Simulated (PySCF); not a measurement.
SMILES COCC(C)=O (GFN2-xTB optimised geometry):

```
14

C      2.385    -0.625     0.000
O      0.980    -0.625     0.000
C      0.434     0.668     0.000
C     -1.088     0.643    -0.008
C     -1.700    -0.723    -0.037
O     -1.720     1.668     0.008
H      2.695    -1.668     0.003
H      2.784    -0.123     0.890
H      2.783    -0.128    -0.893
H      0.761     1.235     0.887
H      0.768     1.237    -0.884
H     -1.371    -1.276     0.838
H     -1.334    -1.258    -0.910
H     -2.784    -0.652    -0.058
```

Method: PySCF 2.14.0 with PBE/def2-TZVP.

What are the frontier orbital energies and the dipole moment?

HOMO-2 -8.09 eV, HOMO-1 -6.26 eV, HOMO -5.69 eV, LUMO -1.57 eV, LUMO+1 0.19 eV; dipole moment 2.87 D.

Meta-Löwdin charges at PBE/def2-TZVP: C1 -0.14, O2 -0.37, C3 -0.07, C4 0.37, C5 -0.40, O6 -0.39, H7 0.13, H8 0.10, H9 0.10, H10 0.12, H11 0.12, H12 0.15, H13 0.15, H14 0.13.
